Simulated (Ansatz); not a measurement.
One change: `[SiH3]CCI` becomes `[SiH3]CC[SiH2]Cl`.

Ansatz, PBE0-D4/def2-TZVP geometries, multiplicity 1. Each molecule was computed in one conformer, which needn't be the lowest.

Elements past krypton have def2 core potentials.  Spin–orbit coupling is left out; it splits and shifts lone-pair levels of the heavy atoms by tenths of an eV.

```csv
property,`[SiH3]CCI`
HOMO energy (B3LYP/def2-TZVPP) / eV,-7.01
HOMO energy (PBE/def2-TZVPP) / eV,-6.12
HOMO–LUMO gap (ωB97M-V/def2-TZVPP) / eV,10.36
HOMO–LUMO gap (B3LYP/def2-TZVPP) / eV,5.82
size of the dipole moment (PBE/def2-TZVPP) / D,1.46
LUMO energy (B3LYP/def2-TZVPP) / eV,-1.19
```

(1) What does the change do to each property? (Best estimate.)

Results:

(1) Computed: 
```
                                      property  `[SiH3]CC[SiH2]Cl`  shift
           HOMO energy (B3LYP/def2-TZVPP) / eV               -8.18  -1.17
             HOMO energy (PBE/def2-TZVPP) / eV               -7.11  -0.99
       HOMO–LUMO gap (ωB97M-V/def2-TZVPP) / eV               12.49   2.13
         HOMO–LUMO gap (B3LYP/def2-TZVPP) / eV                8.20   2.38
size of the dipole moment (PBE/def2-TZVPP) / D                1.78   0.32
           LUMO energy (B3LYP/def2-TZVPP) / eV                0.01   1.20
```

With PBE0 the HOMO falls by 1.13 eV and the LUMO rises by 1.19 eV, so the gap widens by about 2.32 eV. PBE moves the HOMO by -0.99 eV and ωB97M-V by -1.17 eV. Dipoles are sizes alone; their direction can turn.

Positive LUMOs are unbound, so they and the gaps depend on the basis.

B3LYP here is the variant with VWN-RPA as its local correlation; programs differ in this.
